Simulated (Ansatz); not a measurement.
The first iterations of a band of BFH₄SSi (8 atoms, charge 0, multiplicity 1).

These are results of Ansatz, RKS PBE-D4/6-31G*, not measurements.

* movable images: 7
* climbing image: yes
* spring: 50.0 eV/Å²
* optimiser: quadratic models (default)
* start path: through a guess of the saddle point
* force threshold: 0.05 eV/Å
* iteration limit: 60
* end points: relaxed

First end point:

```xyz
8
Properties=species:S:1:pos:R:3
F -1.403 -1.494 0.510
B -0.790 -0.435 1.048
Si 0.235 0.779 -0.234
S 1.723 -0.461 -1.231
H -0.869 -0.308 2.249
H -0.686 1.442 -1.226
H 1.040 1.846 0.442
H 0.842 -1.426 -1.615
```

Last end point:

```xyz
8
Properties=species:S:1:pos:R:3
F -1.614 -1.369 0.494
B -0.977 -0.228 0.852
Si 0.777 0.316 0.107
S 1.613 -0.126 -1.821
H -1.202 0.328 1.902
H -0.962 0.713 -0.114
H 1.105 1.770 0.300
H 1.352 -1.461 -1.776
```

| iteration | highest image above the first end (eV) | largest band force component (eV/Å) |
| --- | --- | --- |
| 1 | 2.572 | 5.256 |
| 2 | 1.731 | 1.922 |
| 3 | 0.880 | 1.031 |
| 4 | 0.577 | 1.091 |
| 5 | 0.522 | 0.670 |

Does the band converge within its limit, and where does its top end?

The forces met the threshold. It ended after 16 iterations with the highest image 0.499 eV above the first end. Beside the main top the profile has a ripple of under 15 meV (maxima at images 2, 6), which may be a very shallow well or noise. A structure lower than the first end lies on the path between it and the top, so the climb from that side starts below the end, which may itself be a saddle point or a shallow side well. Another band between the same ends (7 images) ends at a top of the same energy, where a vibrational analysis finds 1 clearly imaginary mode.

The run took 6.9 min on 1 thread of Arm Neoverse N1 (shared host), peak memory 0.15 GiB.
